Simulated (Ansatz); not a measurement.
Reactions of C2H6F2OSSi, SMILES `CO[Si](F)(F)SC`.

Program: Ansatz. Geometries: PBE0-D4/def2-TZVP. ΔE: electronic, gas phase. CBS: MP2 limit from def2 TZ/QZ plus the TZ coupled-cluster correction, frozen cores. This one scheme is used for every species, atoms too. Functionals use def2-TZVPP. Open shells (•) are unrestricted, without spin–orbit coupling. Spin–orbit coupling would lower the free atoms: a little for C, F, O, S, Si. Each species was taken in one conformer, which may not be the lowest.

```
                                                                    reaction  CCSD(T)/CBS(def2) (kJ/mol)
                            `CO[Si](F)(F)SC` + H–F → `CO[Si](F)(F)F` + CH₃SH                           ?
                            `CO[Si](F)(F)SC` + H–F → `CS[Si](F)(F)F` + CH₃OH                           ?
                            `CO[Si](F)(F)SC` + H₂O → `CO[Si](O)(F)F` + CH₃SH                         -53
`CO[Si](F)(F)SC` + `CO[Si](S)(Cl)Cl` → `CO[Si](F)(F)S[Si](Cl)(Cl)OC` + CH₃SH                          -4
                   `CO[Si](F)(F)SC` + `CB(C)F` → `CO[Si](F)(F)F` + `CSB(C)C`                         -37
                        `CO[Si](F)(F)SC` + CH₃NH₂ → `CN[Si](F)(F)OC` + CH₃SH                         -16
                       `CO[Si](F)(F)SC` → 2 C• + 2 F• + 6 H• + O• + S• + Si•                        5232
```

(1) Fill in the missing values. (Best estimate.)

Largest T1 diagnostic: 0.012, for Si•.

Answers

(1) Ansatz gave: `CO[Si](F)(F)SC` + H–F → `CO[Si](F)(F)F` + CH₃SH: -88.9 kJ/mol; `CO[Si](F)(F)SC` + H–F → `CS[Si](F)(F)F` + CH₃OH: -30.2 kJ/mol.
